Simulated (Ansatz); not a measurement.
Basis sets compared for (MgO)3 ring (Mg₃O₃). Total charge 0; singlet. Geometry PBE0-D4/def2-SVP. Ansatz on 4 threads of Arm Neoverse V2 on a shared host; times are rough, and most runs start from earlier orbitals.

```xyz
6

Mg    1.1547    0.6977   -1.0436
O    -0.5351    1.3858   -1.2545
Mg   -1.6243    0.5170   -0.0578
O    -1.3164   -0.7957    1.1893
Mg    0.4696   -1.2148    1.1013
O     1.8515   -0.5900    0.0653
```

B3LYP takes the VWN-RPA correlation.

Binding counts from free atoms (Mg singlet, O triplet) in the same basis, without a counterpoise term.

| level | functions | energy (Eh) | HOMO (eV) | LUMO (eV) | binding per atom (eV) | wall time |
| --- | --- | --- | --- | --- | --- | --- |
| HF/STO-3G | 42 | -812.9171 | -3.02 | 9.29 | 2.19 | 0.1 s |
| HF/6-31G | 66 | -823.4541 | -9.88 | 0.47 | 1.49 | 0.25 s |
| PBE-D4/def2-SVP | 96 | -825.1101 | -5.17 | -2.64 | 3.41 | 0.85 s |
| PBE-D4/def2-TZVP | 189 | -825.6009 | -5.17 | -2.59 | 3.37 | 1.4 s |
| r2SCAN-D4/def2-TZVP | 189 | -826.0179 | -5.35 | -2.10 | 3.37 | 3.1 s |
| B3LYP-D4/6-31G | 66 | -826.0370 | -6.07 | -2.30 | 2.85 | 0.85 s |
| B3LYP-D4/def2-TZVP | 189 | -826.2640 | -6.34 | -2.19 | 3.18 | 2.3 s |
| PBE0-D4/def2-SVP | 96 | -825.1422 | -6.54 | -1.90 | 3.17 | 1.2 s |
| PBE0-D4/def2-TZVP | 189 | -825.6327 | -6.53 | -1.85 | 3.15 | 2 s |

(1) Estimate the rows for PBE-D4/def2-TZVPD, r2SCAN-D4/def2-TZVPD, PBE0-D4/def2-TZVPD.

Results:

(1) 
```json
{"level": "PBE-D4/def2-TZVPD", "functions": "225", "energy (Eh)": "-825.6044", "HOMO (eV)": "-5.19", "LUMO (eV)": "-2.59", "binding per atom (eV)": "3.37", "wall time": "2 s"}
{"level": "r2SCAN-D4/def2-TZVPD", "functions": "225", "energy (Eh)": "-826.0213", "HOMO (eV)": "-5.34", "LUMO (eV)": "-2.09", "binding per atom (eV)": "3.37", "wall time": "3.9 s"}
{"level": "PBE0-D4/def2-TZVPD", "functions": "225", "energy (Eh)": "-825.6362", "HOMO (eV)": "-6.53", "LUMO (eV)": "-1.85", "binding per atom (eV)": "3.16", "wall time": "2.9 s"}
```
